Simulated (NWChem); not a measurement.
Species: BHOClF; SMILES OB(F)Cl

```xyz
5

B      0.0198    -0.4210     0.0000
F     -1.1253    -1.0911     0.0000
Cl    -0.0253     1.3311     0.0000
O      1.1993    -1.0571     0.0000
H      1.1046    -2.0168     0.0000
```
Atoms are numbered in this order, from 1.

All runs use the structure optimised with PBE0/def2-SVP.

 Unshifted, non-relativistic core excitations; the lowest 4 roots alone, so stronger bands may lie above.

Q: List the first O K-edge excitations from PBE0/cc-pVTZ, restricted-window TDA (NWChem).

A: 
| state | energy (eV) | dipole oscillator strength | leading excitation (squared amplitude) |
|---|---|---|---|
| S1 | 522.0 | 0.0181 | 1s of atom 4 or its equivalents → LUMO (0.99) |
| S2 | 522.4 | 0.0141 | 1s of atom 4 or its equivalents → LUMO+1 (0.96) |
| S3 | 524.6 | 0.0110 | 1s of atom 4 or its equivalents → LUMO+2 (0.92) |
| S4 | 526.3 | 0.0034 | 1s of atom 4 or its equivalents → LUMO+4 (0.59) |
